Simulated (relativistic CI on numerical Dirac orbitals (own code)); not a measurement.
# Ligand-field terms of d6

Computed with a parametric ligand-field model of a d^n configuration (Racah B and C, spin-orbit zeta, crystal field), exact diagonalisation.

Field parameters in Wybourne normalisation: Oh B⁴₀ = 21Dq, B⁴₄ = √(5/14) B⁴₀. The field is a parameter set, without covalency.

B = 500 cm⁻¹, C = 2440 cm⁻¹ (C/B = 4.88), Oh, no spin-orbit coupling. Tanabe-Sugano data, E/B above the lowest term (Δ = |10Dq|; b, c mark the second and third term of a kind):

```
 Δ/B    5T2     5E    3T1    3T2  3T1(b)    1A1    1T1
 1.0   0.00   1.00  23.29  23.59   24.24  34.54  34.91
 5.0   0.00   5.00  20.84  22.84   24.69  28.45  31.87
 9.0   0.00   9.00  17.46  20.93   24.70  21.32  28.29
13.0   0.00  13.00  13.86  18.31   24.72  13.90  24.57
17.0   0.00  17.00  10.16  15.27   24.73   6.34  20.77
21.0   1.32  22.32   7.70  13.29   26.06   0.00  18.25
25.0   9.03  34.03  11.61  17.56   33.79   0.00  22.09
29.0  16.80  45.80  15.53  21.75   41.56   0.00  25.96
33.0  24.60  57.60  19.46  25.90   49.37   0.00  29.84
37.0  32.43  69.43  23.39  30.01   57.21   0.00  33.74
41.0  40.28  81.28  27.34  34.10   65.06   0.00  37.65
45.0  48.14  93.14  31.29  38.16   72.93   0.00  41.57
```

The ground term changes from 5T2 to 1A1 between Δ/B = 17.0 and 21.0.
